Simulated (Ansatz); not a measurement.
`N[SiH2]C(F)[SiH3]` + `O[SiH2]F` → `N[SiH2][SiH](O)F` + `FC[SiH3]`  (formal exchange of groups at the Si–C bond)

Isolated molecules relaxed with PBE0-D4/def2-TZVP in Ansatz; ΔE leaves out vibrations. CCSD(T)/CBS is the MP2 limit (def2-TZVPP, def2-QZVPP) plus CCSD(T) − MP2 in def2-TZVPP, frozen cores. Functionals use def2-TZVPP. Each species was taken in one conformer, which may not be the lowest.

| level | ΔE (kJ/mol) |
| --- | --- |
| PBE | -3.3 |
| PBE0 | 1.0 |

(1) What does CCSD(T)/CBS give? (Estimate.)

Largest T1 diagnostic among the species: 0.012.

Results:

(1) The calculation gave: +13.7 kJ/mol. The listed levels differ from it by -17.0, -12.7 kJ/mol.

From PBE to PBE0 (25 % exact exchange), in def2-TZVPP and without D4, ΔE moves by +4.3 kJ/mol.
